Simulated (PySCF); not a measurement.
C3HF3, SMILES C(C#C)(F)(F)F. Geometry optimised at PBE-D3(BJ)/def2-SVP.

Level of theory: PBE-D3(BJ)/def2-SVP in PySCF.

Harmonic wavenumbers (cm⁻¹): 175, 175, 439, 439, 526, 597, 597, 694, 694, 796, 1153, 1153, 1223, 2187, 3402. Rotational constants (GHz): 5.578, 2.828, 2.828; symmetry number 3.

Problem. Work out the zero-point energy and the ideal-gas rigid-rotor harmonic-oscillator thermochemistry at 298.15 K and 1 atm.

Solution. ZPE = ½ Σ hcν = ½ × 14246 cm⁻¹ = 85.21 kJ/mol. H − E(el) = 102.07 kJ/mol. Entropy in J/(mol K): translation 165.41, rotation 101.24, vibration 37.29, total 303.94. G − E(el) = 11.45 kJ/mol. Cp = 86.82 J/(mol K).
